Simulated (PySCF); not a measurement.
Te(SiH3)(GeH3) (GeH₆SiTe), SMILES [SiH3][Te][GeH3]. Heavy atoms are numbered as in [Te:1]([SiH3:2])[GeH3:6]. Hydrogens are named by the atom that carries them.

Geometry optimised at PBE-D3(BJ)/def2-SVP. The structure was generated by enumeration, and PubChem lists no compound with its InChIKey, so it may never have been made. The def2 effective core potentials stand for the cores of Te; spin–orbit coupling is left out.

Method: CAM-B3LYP/def2-TZVP in PySCF.

ESP charges are fitted to the potential on shells at 1.4 to 2.0 van der Waals radii. Atomic charges (e), one atom of each kind:

```json
[
 {"atom": "Te1", "ESP fit": "-0.09", "Löwdin": "0.13"},
 {"atom": "Si2 (SiH3)", "ESP fit": "-0.02", "Löwdin": "0.02"},
 {"atom": "H on Si2", "ESP fit": "0.04", "Löwdin": "(withheld)"},
 {"atom": "Ge6 (GeH3)", "ESP fit": "-0.02", "Löwdin": "(withheld)"},
 {"atom": "H on Ge6", "ESP fit": "0.04", "Löwdin": "(withheld)"}
]
```

Q: Some entries are withheld; supply them. (The exact figures need the calculation; the answer reports its results.)

A: 
- H on Si2, Löwdin: -0.04
- Ge6 (GeH3), Löwdin: 0.14
- H on Ge6, Löwdin: -0.05
